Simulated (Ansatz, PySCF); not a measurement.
Bond stretch in SMILES [GeH4]. The Ge1–H5 bond (Ge1 also carries H, H, H; H5 carries nothing else) is varied alone, starting from the PBE0/def2-TZVP optimised geometry.

Computed with: UHF/cc-pVDZ (PySCF); RHF/cc-pVDZ (PySCF); UKS-CAM-B3LYP = unrestricted CAM-B3LYP/cc-pVDZ (PySCF); RKS-CAM-B3LYP = restricted CAM-B3LYP/cc-pVDZ (PySCF); UKS-r2SCAN = unrestricted r2SCAN/cc-pVDZ (PySCF); RKS-r2SCAN = PySCF with restricted r2SCAN/cc-pVDZ; UKS-B3LYP = unrestricted B3LYP/cc-pVDZ (PySCF); RKS-B3LYP = PySCF with restricted B3LYP/cc-pVDZ; UKS-PBE = Ansatz (an electronic-structure program) with unrestricted PBE/cc-pVDZ; RKS-PBE = restricted PBE/cc-pVDZ (Ansatz); UKS-B3LYP/6-31G* = unrestricted B3LYP/6-31G*, spherical d (PySCF); RKS-B3LYP/6-31G* = PySCF 2.14.0 with restricted B3LYP/6-31G*, spherical d.

Scanned distances (Å): 1.24, 1.29, 1.38, 1.45, 1.48, 1.53, 1.57, 1.61, 1.68, 1.80, 1.90, 2.09, 2.29, 2.52, 2.78, 3.08, 3.39, 3.75, 4.14, 4.65, 5.39.

### Question
Where does the unrestricted solution first break spin symmetry (<S²> of 0.01 or more)?

### Answer
UHF: between 2.09 and 2.29 Å; UKS-CAM-B3LYP: between 2.29 and 2.52 Å; UKS-r2SCAN: between 2.29 and 2.52 Å; UKS-B3LYP: between 2.52 and 2.78 Å; UKS-PBE: between 2.52 and 2.78 Å; UKS-B3LYP/6-31G*: between 2.52 and 2.78 Å.

| R / Å | <S²> UHF | E(RHF) − E(UHF) / kcal/mol | <S²> UKS-CAM-B3LYP | E(RKS-CAM-B3LYP) − E(UKS-CAM-B3LYP) / kcal/mol | <S²> UKS-r2SCAN | E(RKS-r2SCAN) − E(UKS-r2SCAN) / kcal/mol | <S²> UKS-B3LYP | E(RKS-B3LYP) − E(UKS-B3LYP) / kcal/mol | <S²> UKS-PBE | E(RKS-PBE) − E(UKS-PBE) / kcal/mol | <S²> UKS-B3LYP/6-31G* | E(RKS-B3LYP/6-31G*) − E(UKS-B3LYP/6-31G*) / kcal/mol |
|---|---|---|---|---|---|---|---|---|---|---|---|---|
| 1.24 | 0.00 | 0.0 | 0.00 | 0.0 | 0.00 | 0.0 | 0.00 | 0.0 | 0.00 | 0.0 | 0.00 | 0.0 |
| 1.29 | 0.00 | 0.0 | 0.00 | 0.0 | 0.00 | 0.0 | 0.00 | 0.0 | 0.00 | 0.0 | 0.00 | 0.0 |
| 1.38 | 0.00 | 0.0 | 0.00 | 0.0 | 0.00 | 0.0 | 0.00 | 0.0 | 0.00 | 0.0 | 0.00 | 0.0 |
| 1.45 | 0.00 | 0.0 | 0.00 | 0.0 | 0.00 | 0.0 | 0.00 | 0.0 | 0.00 | 0.0 | 0.00 | 0.0 |
| 1.48 | 0.00 | 0.0 | 0.00 | 0.0 | 0.00 | 0.0 | 0.00 | 0.0 | 0.00 | 0.0 | 0.00 | 0.0 |
| 1.53 | 0.00 | 0.0 | 0.00 | 0.0 | 0.00 | 0.0 | 0.00 | 0.0 | 0.00 | 0.0 | 0.00 | 0.0 |
| 1.57 | 0.00 | 0.0 | 0.00 | 0.0 | 0.00 | 0.0 | 0.00 | 0.0 | 0.00 | 0.0 | 0.00 | 0.0 |
| 1.61 | 0.00 | 0.0 | 0.00 | 0.0 | 0.00 | 0.0 | 0.00 | 0.0 | 0.00 | 0.0 | 0.00 | 0.0 |
| 1.68 | 0.00 | 0.0 | 0.00 | 0.0 | 0.00 | 0.0 | 0.00 | 0.0 | 0.00 | 0.0 | 0.00 | 0.0 |
| 1.80 | 0.00 | 0.0 | 0.00 | 0.0 | 0.00 | 0.0 | 0.00 | 0.0 | 0.00 | 0.0 | 0.00 | 0.0 |
| 1.90 | 0.00 | 0.0 | 0.00 | 0.0 | 0.00 | 0.0 | 0.00 | 0.0 | 0.00 | 0.0 | 0.00 | 0.0 |
| 2.09 | 0.00 | 0.0 | 0.00 | 0.0 | 0.00 | 0.0 | 0.00 | 0.0 | 0.00 | 0.0 | 0.00 | 0.0 |
| 2.29 | 0.28 | 1.5 | 0.00 | 0.0 | 0.00 | 0.0 | 0.00 | 0.0 | 0.00 | 0.0 | 0.00 | 0.0 |
| 2.52 | 0.60 | 9.9 | 0.13 | 0.3 | 0.13 | 0.2 | 0.00 | 0.0 | 0.00 | 0.0 | 0.00 | 0.0 |
| 2.78 | 0.80 | 23.0 | 0.51 | 4.8 | 0.53 | 4.2 | 0.35 | 1.7 | 0.10 | 0.1 | 0.36 | 1.8 |
| 3.08 | 0.91 | 38.8 | 0.76 | 13.5 | 0.73 | 11.0 | 0.67 | 7.4 | 0.62 | 3.7 | 0.68 | 7.7 |
| 3.39 | 0.96 | 53.8 | 0.89 | 23.2 | 0.86 | 17.9 | 0.85 | 14.5 | 0.85 | 9.6 | 0.85 | 14.9 |
| 3.75 | 0.99 | 68.8 | 0.96 | 33.5 | 0.94 | 24.8 | 0.94 | 22.1 | 0.96 | 16.4 | 0.95 | 22.8 |
| 4.14 | 1.00 | 82.0 | 0.99 | 42.7 | 0.98 | 30.5 | 0.98 | 28.7 | 0.99 | 22.0 | 0.98 | 29.7 |
| 4.65 | 1.00 | 95.0 | 1.00 | 51.7 | 1.00 | 35.5 | 1.00 | 34.7 | 1.00 | 26.9 | 1.00 | 36.0 |
| 5.39 | 1.00 | 107.3 | 1.00 | 60.0 | 1.00 | 39.2 | 1.00 | 39.7 | 1.00 | 30.5 | 1.00 | 41.1 |
